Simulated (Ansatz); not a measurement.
Stepwise reaction of `CB(C)C` with ammonia, as a gas-phase model of exchange steps in deposition or etching. ΔE in kJ/mol.

Computed with Ansatz on PBE0-D4/def2-TZVP structures; ΔE is electronic, products minus reactants. CCSD(T)/CBS is the MP2 limit (def2-TZVPP, def2-QZVPP) plus CCSD(T) − MP2 in def2-TZVPP, frozen cores. This one scheme is used for every species. DFT in def2-TZVPP. B3LYP here is the variant with VWN-RPA as its local correlation; programs differ in this. Each species was taken in one conformer, which may not be the lowest.

```tsv
step	reaction	PBE-D4	B3LYP-D4	ωB97M-V	CCSD(T)/CBS
1	`CB(C)C` + NH₃ → `CB(C)N` + CH₄	-133.4	-137.5	-134.2	-132.5
3	`CB(N)N` + NH₃ → `NB(N)N` + CH₄	-65.9	-73.3	-71.0	-69.6
```

Task: Give the row of step 2, `CB(C)N` + NH₃ → `CB(N)N` + CH₄. (Best estimate.)

Result: Ansatz gave: 
```
step                         reaction  PBE-D4  B3LYP-D4  ωB97M-V  CCSD(T)/CBS
   2  `CB(C)N` + NH₃ → `CB(N)N` + CH₄   -87.3     -93.4    -90.7        -88.3
```

Task: By hand: ΔE of the 3 steps together at CCSD(T)/CBS.

Result: (-132.5) + (-88.3) + (-69.6) = -290.4 kJ/mol, or -96.8 kJ/mol a step.

In ΔE each step is higher than the one before. All are downhill at CCSD(T)/CBS. PBE-D4 differs from CCSD(T)/CBS by -0.9 to 3.7 kJ/mol a step. Isolated molecules leave out the surface, adducts and barriers. Largest T1 diagnostic: 0.010.
